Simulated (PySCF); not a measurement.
MgF2, SMILES [F][Mg][F].

The structure is a stationary point at ωB97X-D3(BJ)/def2-TZVP. The isomer is the one that the SMILES or the coordinates give; other isomers of the formula were not compared.

Level of theory: TDA-PBE0/def2-TZVPD run with PySCF.

Vertical excitations; the highest root listed may be one member of a degenerate set. Gas-phase values at a fixed geometry. State labels are in the subgroup D2h.

| state | symmetry | energy (eV) | λ (nm) | f | main pairs |
|---|---|---|---|---|---|
| S1 | B3g | 6.91 | 179 | 0.000 | HOMO→LUMO (degenerate set) |
| S2 | B2g | 6.91 | 179 | 0.000 | HOMO−1→LUMO (degenerate set) |
| S3 | B3u | 7.05 | 176 | 0.079 | HOMO−2→LUMO (degenerate set) |
| S4 | B2u | 7.05 | 176 | 0.079 | HOMO−3→LUMO (degenerate set) |
| S5 | B1u | 7.66 | 162 | 0.106 | HOMO−4→LUMO 93 % |
| S6 | Ag | 8.15 | 152 | 0.000 | HOMO−5→LUMO 92 % |
| S7 | Au | 9.01 | 138 | 0.000 | HOMO→LUMO+2 48 %, HOMO−1→LUMO+1 48 % |
| S8 | B1u | 9.01 | 138 | 0.000 | HOMO−1→LUMO+2, HOMO→LUMO+1 (degenerate set) |
| S9 | Au | 9.01 | 138 | 0.000 | HOMO−1→LUMO+1, HOMO→LUMO+2 (degenerate set) |
| S10 | Ag | 9.06 | 137 | 0.000 | HOMO−2→LUMO+2 48 %, HOMO−3→LUMO+1 48 % |
| T1 | B3g | 6.70 | 185 | 0 | HOMO→LUMO (degenerate set) |
| T2 | B2g | 6.70 | 185 | 0 | HOMO−1→LUMO (degenerate set) |
| T3 | B2u | 6.75 | 184 | 0 | HOMO−3→LUMO (degenerate set) |
| T4 | B3u | 6.75 | 184 | 0 | HOMO−2→LUMO (degenerate set) |
Triplets are in the Tamm–Dancoff approximation.
